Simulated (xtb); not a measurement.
H7O7Si2, charge +1, singlet, geometry from GFN2-xTB; GFN0-xTB (xtb).

Here is a job for xtb.
```
$ xtb mol.xyz --gfn 0 --chrg 1 --ohess --json

# file mol.xyz
16

O      1.48956799     1.61452391     0.15518637
Si     1.50701182     0.02779887     0.34972997
O      1.25954908    -0.36134013     1.87274902
O      2.59193758    -0.86993965    -0.40434432
O      0.14224236    -0.58065139    -0.53135071
Si    -1.50150189    -0.05029107    -0.37031245
O     -1.52908749     1.46163017    -0.86587999
O     -2.10780866    -1.10633613    -1.40413417
O     -1.84890988    -0.14764465     1.18714632
H      1.76563598     2.08404689    -0.62991433
H      0.95017088     0.23561218     2.55121529
H      3.47348946    -1.04637238    -0.08690554
H      0.31366330    -1.28041343    -1.17169890
H     -1.55373757     2.22822375    -0.29657333
H     -2.96304825    -1.03731351    -1.81986332
H     -2.04324055    -0.95082977     1.66691473
```

Question: Write the output that xtb gives for this input, abridged.

Answer: 
```
   ID    Z sym.   atoms
    1    8 O      1, 3-5, 7-9
    2   14 Si     2, 6
    3    1 H      10-16

           -------------------------------------------------
          |                Calculation Setup                |
           -------------------------------------------------

           -------------------------------------------------
          |                 G F N 0 - x T B                 |
           -------------------------------------------------

          ...................................................
          :                      SETUP                      :
          :.................................................:
          :  # basis functions                  62          :
          :  # atomic orbitals                  60          :
          :  # shells                           34          :
          :  # electrons                        56          :
          :  electronic temp.          300.0000000     K    :
          :  accuracy                    1.0000000          :
          :  -> integral cutoff          0.2500000E+02      :
          :  -> integral neglect         0.1000000E-07      :
          ...................................................

         :::::::::::::::::::::::::::::::::::::::::::::::::::::
         ::                     SUMMARY                     ::
         :::::::::::::::::::::::::::::::::::::::::::::::::::::
         :: total energy             -28.603533056772 Eh    ::
         :: gradient norm              0.032485787694 Eh/a0 ::
         :: HOMO-LUMO gap              5.900868335402 eV    ::
         ::.................................................::
         :: H0 energy                -29.853803924918 Eh    ::
         :: repulsion energy           0.253861431481 Eh    ::
         :: electrostat energy         1.002157142556 Eh    ::
         :: -> Gsolv                   0.000000000000 Eh    ::
         ::    -> Gsasa                0.000000000000 Eh    ::
         ::    -> Gshift               0.000000000000 Eh    ::
         :: dispersion energy         -0.005747705891 Eh    ::
         :: short-range corr.          0.000000000000 Eh    ::
         :: add. restraining           0.000000000000 Eh    ::
         :: total charge               1.000000000000 e     ::
         :::::::::::::::::::::::::::::::::::::::::::::::::::::

      -----------------------------------------------------------
     |                   =====================                   |
     |                        A N C O P T                        |
     |                   =====================                   |
     |               Approximate Normal Coordinate               |
     |                Rational Function Optimizer                |
      -----------------------------------------------------------
      -----------------------------------------------------------
     |                   =====================                   |
     |                        A N C O P T                        |
     |                   =====================                   |
     |               Approximate Normal Coordinate               |
     |                Rational Function Optimizer                |
      -----------------------------------------------------------

          ...................................................
          :                      SETUP                      :
          :.................................................:
          :   optimization level            normal          :
          :   max. optcycles                   200          :
          :   ANC micro-cycles                  20          :
          :   degrees of freedom                42          :
          :.................................................:
          :   RF solver                   davidson          :
          :   write xtbopt.log                true          :
          :   linear?                        false          :
[...]
 * total energy  :   -28.6146952 Eh     change       -0.6919925E-05 Eh
 * total energy  :   -28.6147025 Eh     change       -0.7334736E-05 Eh
 * total energy  :   -28.6147068 Eh     change       -0.4281559E-05 Eh
 * total energy  :   -28.6147170 Eh     change       -0.1027158E-04 Eh
 * total energy  :   -28.6147297 Eh     change       -0.1262577E-04 Eh
 * total energy  :   -28.6147436 Eh     change       -0.1392234E-04 Eh
 * total energy  :   -28.6147565 Eh     change       -0.1286170E-04 Eh
 * total energy  :   -28.6147664 Eh     change       -0.9926228E-05 Eh
 * total energy  :   -28.6147738 Eh     change       -0.7455873E-05 Eh
 * total energy  :   -28.6147842 Eh     change       -0.1038624E-04 Eh
 * total energy  :   -28.6147923 Eh     change       -0.8124094E-05 Eh
 * total energy  :   -28.6147962 Eh     change       -0.3868790E-05 Eh
   *** GEOMETRY OPTIMIZATION CONVERGED AFTER 79 ITERATIONS ***
         :: total energy             -28.614796215436 Eh    ::
[...]
          :  rotational number                       2      :
          :  scaling factor                  1.0000000      :
          :  rotor cutoff                   50.0000000 cm⁻¹ :
          :  imag. cutoff                  -20.0000000 cm⁻¹ :
          :.................................................:

    mode    ω/cm⁻¹     T·S(HO)/kcal·mol⁻¹    T·S(FR)/kcal·mol⁻¹   T·S(vib)
   ------------------------------------------------------------------------
       1     11.74    -2.29345 (  0.30%)    -1.48500 ( 99.70%)    -1.48745
       2     17.65    -2.05187 (  1.53%)    -1.36443 ( 98.47%)    -1.37495
       3     74.62    -1.20082 ( 83.22%)    -0.93781 ( 16.78%)    -1.15670
       4    115.65    -0.94565 ( 96.62%)    -0.80805 (  3.38%)    -0.94101
       5    123.34    -0.90857 ( 97.37%)    -0.78899 (  2.63%)    -0.90543
       6    131.53    -0.87167 ( 97.95%)    -0.76996 (  2.05%)    -0.86959
       7    145.78    -0.81292 ( 98.64%)    -0.73948 (  1.36%)    -0.81192
       8    159.19    -0.76309 ( 99.04%)    -0.71342 (  0.96%)    -0.76261
       9    168.07    -0.73255 ( 99.22%)    -0.69735 (  0.78%)    -0.73228
      10    179.89    -0.69456 ( 99.41%)    -0.67721 (  0.59%)    -0.69445
      11    187.33    -0.67205 ( 99.50%)    -0.66521 (  0.50%)    -0.67202
      12    197.72    -0.64228 ( 99.59%)    -0.64922 (  0.41%)    -0.64231
      13    201.62    -0.63156 ( 99.62%)    -0.64344 (  0.38%)    -0.63161
      14    210.34    -0.60844 ( 99.68%)    -0.63089 (  0.32%)    -0.60851
      15    219.62    -0.58504 ( 99.73%)    -0.61811 (  0.27%)    -0.58513
      16    220.22    -0.58357 ( 99.73%)    -0.61730 (  0.27%)    -0.58366
      17    236.01    -0.54643 ( 99.80%)    -0.59678 (  0.20%)    -0.54653
      18    240.44    -0.53656 ( 99.81%)    -0.59128 (  0.19%)    -0.53666
      19    263.17    -0.48916 ( 99.87%)    -0.56452 (  0.13%)    -0.48926
      20    298.32    -0.42525 ( 99.92%)    -0.52739 (  0.08%)    -0.42533
   ------------------------------------------------------------------------

   temp. (K)  partition function   enthalpy   heat capacity  entropy
                                   cal/mol     cal/K/mol   cal/K/mol   J/K/mol
 298.15  VIB  0.995E+07             8793.693     46.931     56.356
         ROT  0.405E+06              888.752      2.981     28.641
         INT  0.403E+13             9682.445     49.912     84.997
         TR   0.224E+28             1481.254      4.968     41.371
         TOT                       11163.6992    54.8804   126.3682   528.7244

       T/K    H(0)-H(T)+PV         H(T)/Eh          T*S/Eh         G(T)/Eh
   ------------------------------------------------------------------------
    298.15    0.177905E-01    0.106412E+00    0.600416E-01    0.463703E-01
   ------------------------------------------------------------------------

         :::::::::::::::::::::::::::::::::::::::::::::::::::::
         ::                  THERMODYNAMIC                  ::
         :::::::::::::::::::::::::::::::::::::::::::::::::::::
         :: total free energy         -28.568425906589 Eh   ::
         ::.................................................::
         :: total energy              -28.614796215436 Eh   ::
         :: zero point energy           0.088621414752 Eh   ::
         :: G(RRHO) w/o ZPVE           -0.042251105906 Eh   ::
         :: G(RRHO) contrib.            0.046370308846 Eh   ::
         :::::::::::::::::::::::::::::::::::::::::::::::::::::

optimized geometry written to: xtbopt.xyz

           -------------------------------------------------
          | TOTAL ENERGY              -28.614796215436 Eh   |
          | TOTAL ENTHALPY            -28.508384313582 Eh   |
          | TOTAL FREE ENERGY         -28.568425906589 Eh   |
          | GRADIENT NORM               0.000811977241 Eh/α |
          | HOMO-LUMO GAP               5.883316336577 eV   |
           -------------------------------------------------

normal termination of xtb
```
